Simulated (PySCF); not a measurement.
Compound: Mo(NH2)4 (singlet state).
Cartesian coordinates in Å at the PBE0-D3(BJ)/def2-SVP level; atoms count from 1:
```xyz
13
H8MoN4 angstrom
Mo    -0.003   -0.006    0.003
N      0.051   -0.098    1.921
H      0.716    0.420    2.499
H     -0.737   -0.382    2.506
N      1.806    0.022   -0.642
H      2.561   -0.544   -0.251
H      2.080    0.337   -1.574
N     -0.880    1.586   -0.620
H     -0.437    2.506   -0.658
H     -1.894    1.707   -0.656
N     -0.973   -1.531   -0.651
H     -0.887   -2.472   -0.265
H     -1.372   -1.596   -1.589
```

Method: PBE0-D3(BJ)/def2-SVP geometry optimisation, gas phase, def2 core potentials past Kr in PySCF.

Question: Which atoms are bound to Mo1, and at what distances?

Answer: 4 atoms: N5 1.920 Å, N8 1.921 Å, N2 1.922 Å, N11 1.922 Å. The nearest atom not counted as bound is H6, at 2.63 Å (others tie with it).

Question: List the angles at Mo1.

Answer: 
```
     angle  degrees  distance of the outer atoms (Å)
 N2–Mo1–N8    112.1                             3.19
N5–Mo1–N11    111.9                             3.18
N8–Mo1–N11    108.5                             3.12
N2–Mo1–N11    108.4                             3.12
 N5–Mo1–N8    108.0                             3.11
 N2–Mo1–N5    108.0                             3.11
```

Question: What is the shape at Mo1?

Answer: Tetrahedral: angles from 108.0° to 112.1°; τ4 = (360° − α − β)/141° = 0.96 with α and β the two widest (0 for a square, 1 for a tetrahedron). Differences among atoms that D2d makes equivalent are scatter left by the optimiser.

Question: What are the other bond lengths?

Answer: N2–H3 and 7 like bonds 1.021 Å.

Question: What are the rotational constants (commonest isotopes, rigid rotor)?

Answer: A = 2921, B = 2918, C = 2820 MHz: an oblate symmetric top.

Point group: D2d (tolerance 0.08 Å). Charge 0, singlet. No PBE0-D3(BJ)/def2-SVP frequencies stand behind this structure, so it isn't proved a minimum.
